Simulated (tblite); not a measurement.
Species: C4H4FNS.
Bonds: C1–C2, C2–N3 (aromatic), N3–C4 (aromatic), C4–F5, C4–C6 (aromatic), C6–S7 (aromatic), C2–S7 (aromatic). Hydrogens: H8, H9, H10 on C1; H11 on C6.

Computed with GFN2-xTB (tblite), gas phase: Langevin dynamics at 200 K from the optimised GFN2-xTB geometry, time step 0.5 fs, friction 0.01 fs⁻¹, 2000 steps.

Start geometry:
```
atom  x, y, z in Å
C1      1.961    0.009    0.055
C2      0.483   -0.025    0.017
N3     -0.268    0.985   -0.240
C4     -1.574    0.652   -0.202
F5     -2.486    1.589   -0.447
C6     -1.872   -0.641    0.090
S7     -0.407   -1.506    0.334
H8      2.376   -0.685   -0.674
H9      2.299    1.017   -0.171
H10     2.322   -0.283    1.040
H11    -2.829   -1.111    0.171
```

The statistics below take the 31 frames saved every 25 fs from 250 to 1000 fs; their kinetic temperature (all 3N coordinates) averages 174 K.

**Question.** How do the bond lengths spread?

**Answer.** 
```csv
bond,start (Å),mean (Å),standard deviation (Å),shortest (Å),longest (Å)
C1–C2,1.479,1.483,0.028,1.440,1.551
C2–N3,1.285,1.285,0.015,1.253,1.315
N3–C4,1.348,1.350,0.012,1.327,1.378
C4–F5,1.330,1.333,0.017,1.288,1.365
C4–C6,1.359,1.360,0.017,1.326,1.403
C6–S7,1.718,1.720,0.023,1.669,1.753
C2–S7,1.757,1.759,0.028,1.686,1.806
C1–H8,1.089,1.088,0.022,1.048,1.146
C1–H9,1.087,1.093,0.023,1.060,1.151
C1–H10,1.089,1.095,0.032,1.028,1.159
C6–H11,1.069,1.072,0.013,1.041,1.093
```

**Question.** Give the same statistics for bond angles, one of each kind among heavy atoms.

**Answer.** 
```tsv
angle	start (°)	mean (°)	standard deviation (°)	smallest (°)	largest (°)
C1–C2–N3	124.8	124.5	2.8	119.3	130.4
C1–C2–S7	121.4	121.7	2.5	117.4	129.1
N3–C2–S7	113.7	113.6	2.0	108.3	116.8
C2–N3–C4	111.5	111.5	2.0	106.6	115.4
N3–C4–F5	119.0	118.6	2.0	115.4	122.3
N3–C4–C6	117.0	116.9	1.3	114.2	120.1
F5–C4–C6	124.0	124.2	1.8	121.4	128.9
C4–C6–S7	108.8	108.6	1.2	106.7	111.3
C2–S7–C6	89.0	89.0	1.1	87.2	91.1
```

**Question.** How far does each atom move about its mean position (frames aligned on the start, all atoms weighted alike), and what rms force does it feel?

**Answer.** 
| atom | rms displacement (Å) | rms force (eV/Å) |
| --- | --- | --- |
| C1 | 0.04 | 1.73 |
| C2 | 0.07 | 1.63 |
| N3 | 0.08 | 1.14 |
| C4 | 0.05 | 1.20 |
| F5 | 0.10 | 0.69 |
| C6 | 0.06 | 1.14 |
| S7 | 0.12 | 0.82 |
| H8 | 0.38 | 0.79 |
| H9 | 0.41 | 0.79 |
| H10 | 0.38 | 1.09 |
| H11 | 0.10 | 0.52 |

The displacements run from 0.04 to 0.41 Å, the largest at H9.

**Question.** How widely does the potential energy scatter, against a harmonic estimate?

**Answer.** Mean 0.19 eV above the start, standard deviation 0.051 eV, range 0.12 to 0.32 eV. For 27 classical harmonic modes at 200 K the canonical values are 27kT/2 = 0.23 eV and kT·√(27/2) = 0.063 eV.

The run is classical and short, so these are rough statistics of one trajectory.

What follows is the cost of the whole dynamics run. Time: 7.3 s; peak memory 0.18 GiB. Hardware: Arm Neoverse V2, one thread, no GPU, shared host.
